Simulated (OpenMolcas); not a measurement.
Fe2+ in a point-charge field

Fe2+ among 2 point charges of -1.5 e arranged as a linear pair (D∞h), 1.99 Å from the ion.

- Program: OpenMolcas
- Method: CASSCF
- Basis: ANO-RCC-VDZP [5s4p2d1f]
- Scalar Hamiltonian: DKH2, point nucleus
- Active space: 6 electrons in 5 orbitals (3d)
- State averaging: 2S+1 = 5 even, 5 roots; 2S+1 = 3 even, 45 roots; 2S+1 = 1 even, 50 roots
- Spin-orbit coupling: RASSI with atomic mean-field integrals over the reference wave functions

The lowest spin-free states (labels by Λ), above the lowest:

```tsv
State	Degeneracy	E (cm-1)	Free-ion L (%)
5Δ	2	0.0	D (100)
5Π	2	7308	D (100)
5Σ	1	9841	D (100)
3Φ	2	23403	H (59)
3Σ	1	23772	H (88)
3Δ	2	23898	H (78)
3Π	2	23948	H (88)
3Γ	2	24953	H (70)
3Σ	1	27140	P (80)
3Π	2	27226	P (48)
3Δ	2	28656	F (78)
3H	2	28864	H (100)
3Φ	2	29088	F (78)
3Π	2	31013	P (48)
3Σ	1	31164	G (80)
3Σ	1	31422	F (72)
3Π	2	32283	G (44)
3Δ	2	32688	G (74)
1Σ	1	33402	I (88)
1Π	2	33664	I (89)
```

The lowest levels with spin-orbit coupling:

| E (cm-1) | Degeneracy | 2S+1 | g |
| --- | --- | --- | --- |
| 0.0 | 2 | 5 | 0.00 0.00 12.01 |
| 209.1 | 2 | 5 | 0.00 0.00 8.01 |
| 417.2 | 2 | 5 | 0.00 0.00 4.00 |
| 624.2 | 2 | 5 |  |
| 830.2 | 1 | 5 |  |
| 830.4 | 1 | 5 |  |
| 7519 | 2 | 5 | 0.00 0.00 10.01 |
| 7601 | 2 | 5 | 0.00 0.00 6.02 |
| 7687 | 2 | 5 | 0.00 0.00 2.15 |
| 7749 | 1 | 5 |  |
| 7851 | 1 | 5 |  |
| 7925 | 2 | 5 | 0.00 0.00 5.86 |
| 10291 | 2 | 5 | 0.00 0.00 7.99 |
| 10329 | 2 | 5 | 0.00 0.00 4.00 |
| 10341 | 1 | 5 |  |
| 23344 | 2 | 3 | 0.00 0.00 9.99 |
| 23804 | 2 | 3 | 0.00 0.00 6.11 |
| 23985 | 2 | 3 | 0.00 0.00 7.88 |
| 24076 | 1 | 3 |  |
| 24082 | 2 | 3 | 0.00 0.00 3.38 |

Powder χT (cm3 K/mol): 4.52 at 2 K, 4.58 at 10 K, 4.85 at 50 K, 5.05 at 100 K, 5.06 at 200 K, 4.9 at 300 K. The effective moment at 300 K is 2.828 √(χT) = 6.26 μB.

The lowest level has 2S+1 = 5, for which the spin-only value is χT = S(S+1) / 2 = 3.000 cm3 K/mol (g = 2). The computed 4.897 at 300 K differs by +1.897, through orbital momentum, spin-orbit coupling and any other state in reach.

Without dynamic correlation the repulsion within the d shell is too large (B by tens of per cent), so at a given field states of lower spin stand too high. This is an electrostatic model: the charges have no orbitals. No measured value stands beside these numbers.

With an even number of electrons the g values are those of a degenerate or nearly degenerate non-Kramers pair.
